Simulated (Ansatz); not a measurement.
Ansatz (a first-principles code) input for C2H10N2Si2, SMILES C/C(=N\[SiH3])[SiH2]N, PBE0/def2-SVPD. Geometry: B3LYP-D3(BJ)/def2-SVP. The structure was generated by enumeration; whether it is a known compound was not checked. Other conformers were not sampled.

Ansatz 0.2 input:
```yaml
crystal:
  periodic: [false, false, false]
  atoms:
    - {symbol: C, position_ang: [0.53438591, -1.09184771, 1.70454202]}
    - {symbol: C, position_ang: [-0.02390156, -0.32571121, 0.52717811]}
    - {symbol: N, position_ang: [0.64545839, 0.12377074, -0.46109463]}
    - {symbol: Si, position_ang: [2.33437414, 0.10249637, -0.92161197]}
    - {symbol: Si, position_ang: [-1.91777958, 0.00707417, 0.46192744]}
    - {symbol: N, position_ang: [-2.09270571, 1.13146996, -0.82792808]}
    - {symbol: H, position_ang: [0.00862761, -2.05666897, 1.80788448]}
    - {symbol: H, position_ang: [0.34077285, -0.53230361, 2.63574652]}
    - {symbol: H, position_ang: [1.61449836, -1.27983983, 1.61791848]}
    - {symbol: H, position_ang: [2.76592896, 1.52252248, -1.04697444]}
    - {symbol: H, position_ang: [2.40908170, -0.55472952, -2.25632657]}
    - {symbol: H, position_ang: [3.28976695, -0.59813719, -0.00202177]}
    - {symbol: H, position_ang: [-2.37455040, 0.53421942, 1.78482847]}
    - {symbol: H, position_ang: [-2.60717143, -1.31514596, 0.28610341]}
    - {symbol: H, position_ang: [-1.25939164, 1.19229440, -1.41315587]}
    - {symbol: H, position_ang: [-2.95206163, 1.27247004, -1.34558087]}
basis:
  gaussian:
    orbitals: def2-SVPD
hamiltonian:
  xc: {name: PBE0}
```

Program output:

```
WARN ansatz: RAYON_NUM_THREADS=2 ignored (pool sized by the plan → 2); use --threads N
Functional definition: PBE0
integrals: 0.18 GiB planned
1818 factors; their error is unknown
mean field: 1.51 GiB planned
mean field evaluation 1: about -20941.8680 eV, gradient 6.7e1 eV
mean field evaluation 2: about -20929.5009 eV, gradient 9.6e1 eV
mean field evaluation 4: about -20951.2632 eV, gradient 7.4e0 eV
mean field evaluation 8: about -20951.3829 eV, gradient 3.5e-1 eV
mean field evaluation 16: about -20951.4907 eV, gradient 2.1e-4 eV
mean field -20951.49071878 eV, -769.9530824846 hartree, gradient 3.9e-5 eV, S^2 0.000000; 0 other end points of the search recorded, 0 dependent functions left out
reference -20951.49076424 eV, -769.9530841552 hartree; 32, 32 occupied and 176, 176 virtual orbitals, 1818 factors
Total energy: -20951.49076424 eV, -769.9530841552 hartree
```

The run converged.

Cost: very roughly 7 core-seconds.
